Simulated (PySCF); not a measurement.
Isomers of C6H10N2Si. Theory: PySCF, PBE0-D3(BJ)/def2-SVP geometry optimisation, gas phase. Energies are electronic, without zero-point or thermal terms, for one conformer each. No frequencies were run at this level. Point groups hold within 0.08 Å.

Question: Rank from lowest to highest electronic energy at this level (kcal/mol).
A. `[NH2:1][SiH2:2][NH:3][c:4]1[cH:5][cH:6][cH:7][cH:8][cH:9]1` with H–N1–Si2–N3 -74° and 139°, N1–Si2–N3–C4 162°, Si2–N3–C4–C5 7°
B. `[CH2:1]=[CH:2][CH2:3][c:4]1[cH:5][n:6][cH:7][n:8]1[SiH3:9]` with C1–C2–C3–C4 125°, C2–C3–C4–C5 119°
C. `[NH2:1][SiH:2]([NH2:3])[c:4]1[cH:5][cH:6][cH:7][cH:8][cH:9]1` with H–N1–Si2–N3 -58° and 159°, N1–Si2–N3–H -50° and 166°, N1–Si2–C4–C5 97°

Answer: C (0.0), A (7.1), B (49.9).

As drawn, the lowest has an N–H bond and an Si–C bond, which the highest lacks; the highest has a C=C bond outside aromatic rings, which the lowest lacks.

| SMILES | E (Eh) | E rel (kcal/mol) | dipole (D) | point group | A, B, C (MHz) |
| --- | --- | --- | --- | --- | --- |
| N[SiH](N)c1ccccc1 | -632.86992 | 0.0 | 0.59 | C1 | 2989, 829.9, 743.9 |
| N[SiH2]Nc1ccccc1 | -632.85861 | 7.1 | 2.58 | C1 | 4340, 674.5, 592.3 |
| C=CCc1cncn1[SiH3] | -632.79044 | 49.9 | 3.49 | C1 | 2075, 1177, 798.5 |

Q: How do the relative energies change in single points at PBE0/pcSseg-1 (no added dispersion term) on the same geometries?

A: 
```csv
SMILES,PBE0-D3(BJ)/def2-SVP (kcal/mol),PBE0/pcSseg-1 (kcal/mol),shift
N[SiH](N)c1ccccc1,0.0,0.0,0.0
N[SiH2]Nc1ccccc1,7.1,9.1,+2.0
C=CCc1cncn1[SiH3],49.9,52.1,+2.2
```

Each column counts from its own lowest isomer. The order is unchanged; the largest shift is 2.2 kcal/mol.
